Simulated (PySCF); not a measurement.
Job file and geometry (Å, from GFN2-xTB) of an NMR shielding run on SMILES C#C[Si@](Cl)(OC)OCC=O, C5H7ClO3Si, GIAO PBE0/pcSseg-1 NMR shielding, non-relativistic, gas phase in PySCF 2.14.0, density-fitted response routines; density fitting, a coarse starting grid and PySCF grid level 2 are the driver's defaults:

```
$ OMP_NUM_THREADS=1 python probes_run.py task.json out

{"job": {"kind": "nmr", "xc": "PBE0", "basis": "pcSseg-1"}, "charge": 0, "multiplicity": 1}
C     -1.440333    -0.447706    -2.596869
C     -1.093318    -0.702589    -1.475572
Si    -0.568136    -1.089342     0.260581
Cl    -1.220623    -2.913686     0.777771
O     -1.231011    -0.153084     1.393886
C     -1.628637     1.188524     1.431458
O      1.036165    -1.359201     0.400139
C      2.156467    -0.624669     0.070613
C      1.870696     0.800493    -0.296531
O      0.770457     1.269754    -0.352618
H     -1.745080    -0.226563    -3.579041
H     -2.356903     1.390706     0.644409
H     -0.771618     1.848909     1.290948
H     -2.081120     1.367273     2.406986
H      2.665435    -1.094243    -0.785396
H      2.854926    -0.635274     0.919066
H      2.775636     1.392727    -0.519739
```

Problem. What does the program print?

Solution. 
```
coarse grid: 16280 points
cycle   1  E = -1169.0050867450  dE =  1.686e+00  |g| = 1.128e+00  |ddm| = 3.916e+00
cycle   2  E = -1168.5105380827  dE =  4.945e-01  |g| = 1.980e+00  |ddm| = 2.300e+00
cycle   3  E = -1169.2286507485  dE = -7.181e-01  |g| = 2.865e-01  |ddm| = 1.671e+00
cycle   4  E = -1169.2432550204  dE = -1.460e-02  |g| = 1.047e-01  |ddm| = 2.592e-01
cycle   5  E = -1169.2449000986  dE = -1.645e-03  |g| = 3.709e-02  |ddm| = 9.147e-02
cycle   6  E = -1169.2451716320  dE = -2.715e-04  |g| = 1.249e-02  |ddm| = 3.442e-02
cycle   7  E = -1169.2452028658  dE = -3.123e-05  |g| = 5.350e-03  |ddm| = 1.044e-02
cycle   8  E = -1169.2452095091  dE = -6.643e-06  |g| = 7.458e-04  |ddm| = 4.154e-03
final grid: 150944 points
cycle   9  E = -1169.3362133622  dE = -1.885e-05  |g| = 1.560e-02  |ddm| = 2.934e-02
cycle  10  E = -1169.3361319491  dE =  8.141e-05  |g| = 2.638e-02  |ddm| = 2.432e-02
cycle  11  E = -1169.3362543163  dE = -1.224e-04  |g| = 3.259e-03  |ddm| = 1.693e-02
cycle  12  E = -1169.3362563014  dE = -1.985e-06  |g| = 6.205e-04  |ddm| = 2.483e-03
cycle  13  E = -1169.3362563622  dE = -6.078e-08  |g| = 1.974e-04  |ddm| = 5.504e-04
cycle  14  E = -1169.3362563692  dE = -7.005e-09  |g| = 9.003e-05  |ddm| = 1.722e-04
cycle  15  E = -1169.3362563711  dE = -1.876e-09  |g| = 2.645e-05  |ddm| = 7.571e-05
cycle  16  E = -1169.3362563712  dE = -1.583e-10  |g| = 4.879e-06  |ddm| = 2.142e-05
converged SCF energy = -1169.3362563712

GIAO shielding tensors (ppm)
atom      isotropic    diamagn.    paramagn.     s11        s22        s33       span
  0 C       87.758     261.345    -173.587      4.487     13.197    245.589    241.101
  1 C      100.060     263.451    -163.391     -1.429      9.853    291.757    293.186
  2 Si     413.950     879.045    -465.095    382.383    418.145    441.322     58.939
  3 Cl     876.545    1147.849    -271.304    774.791    824.323   1030.520    255.729
  4 O      280.965     395.759    -114.795    219.427    298.178    325.289    105.861
  5 C      132.361     243.923    -111.562    106.091    107.907    183.085     76.994
  6 O      277.679     397.231    -119.552    225.287    294.716    313.033     87.746
  7 C      109.252     248.618    -139.367     79.994     94.469    153.293     73.299
  8 C      -20.401     250.885    -271.285   -121.903    -35.095     95.796    217.699
  9 O     -306.445     406.330    -712.775   -875.730   -436.764    393.160   1268.890
 10 H       29.867      33.642      -3.775     24.780     24.849     39.971     15.191
 11 H       27.520      29.269      -1.750     23.179     25.642     33.738     10.558
 12 H       27.462      30.614      -3.152     22.753     26.588     33.045     10.292
 13 H       27.843      27.454       0.390     23.089     25.579     34.862     11.773
 14 H       26.688      28.353      -1.665     22.211     24.857     32.996     10.785
 15 H       26.632      28.163      -1.531     22.089     24.701     33.107     11.018
 16 H       21.932      27.769      -5.837     20.473     21.115     24.208      3.735
```

Problem. Turn these shieldings into chemical shifts. References, each an isolated molecule treated in the same way: TMS for 13C (σref 186.93), 29Si (σref 349.16), 1H (σref 31.72); HCl for 35Cl (σref 949.78); 17O (σref 336.08) against H2O.

Solution. Averaging equivalent atoms: C 8: 207.3; C 0: 99.2; C 1: 86.9; C 7: 77.7; C 5: 54.6; Si 2: -64.8; Cl 3: 73; O 9: 642.5; O 6: 58.4; O 4: 55.1; H 16: 9.78; H 15: 5.08; H 14: 5.03; H 11/12/13: 4.11; H 10: 1.85 ppm. Unscaled 17O shifts of doubly bonded oxygen tend to come out too high, by tens of ppm or more. Experimental scales use liquid or dissolved standards, which lie at an offset from isolated H2O (liquid H2O: subtract about 36 ppm).

Size and cost of the density-fitted run: 219 basis functions, 67 s wall time on 1 thread of an Arm Neoverse V1, shared host; peak memory 0.94 GiB.
